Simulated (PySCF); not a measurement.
## [FeCl6]4-: what the settings change

The complex [FeCl6]4- (charge -4) contains Fe(II), shell d6. The structure is a PBE0-D3(BJ)/def2-SVP, IEF-PCM water geometry optimised for multiplicity 5; coordination octahedral, point group Oh, metal–donor distances 2.59 Å.

```
7

Fe    0.0000    0.0000    0.0000
Cl    0.0000    0.0000    2.5869
Cl    0.0000    0.0000   -2.5869
Cl    0.0000   -2.5869    0.0000
Cl    0.0000    2.5869    0.0000
Cl    2.5869    0.0000    0.0000
Cl   -2.5869    0.0000    0.0000
```

Method (PySCF 2.14, density fitting): CASSCF(6,5) with orbitals averaged over all microstates of the shell, strongly contracted NEVPT2 on the averaged canonical orbitals; basis x2c-TZVPall on the metal, x2c-SVPall elsewhere; spin-free X2C; IEF-PCM water; spin-orbit coupling by state interaction with the mean-field operator over all roots.

Base run: NEVPT2 ground state 5T2g, next 5Eg at 5205, then 3T1g at 16579 cm⁻¹, 10Dq(CASSCF) 3918, B(CASSCF) 1139, ζ 401 cm⁻¹, μeff(300 K) 5.76 μB.

(1) What happens with the basis x2c-TZVPall on all atoms?

(2) What happens with orbitals averaged over the highest spin alone?

No frequencies were computed for the optimised geometry. The ground state is orbitally degenerate in this regular structure, which would distort (Jahn–Teller), so its moment is that of the undistorted model. NEVPT2 lifts 5Eg from 3904 to 5205 cm⁻¹; on the d shell alone it tends to overshoot states that fill the eg-type orbitals.

Answers

(1) NEVPT2 ground state 5T2g, next 5Eg at 5117, then 3T1g at 16561 cm⁻¹, 10Dq(CASSCF) 3910, B(CASSCF) 1138, ζ 401 cm⁻¹, μeff(300 K) 5.76 μB. It took 45 s against 18 s on a shared host of the same kind.

(2) NEVPT2 ground state 5T2g, next 5Eg at 4871, then 3T1g at 17043 cm⁻¹, 10Dq(CASSCF) 3880, B(CASSCF) 1161, ζ 408 cm⁻¹, μeff(300 K) 5.77 μB.
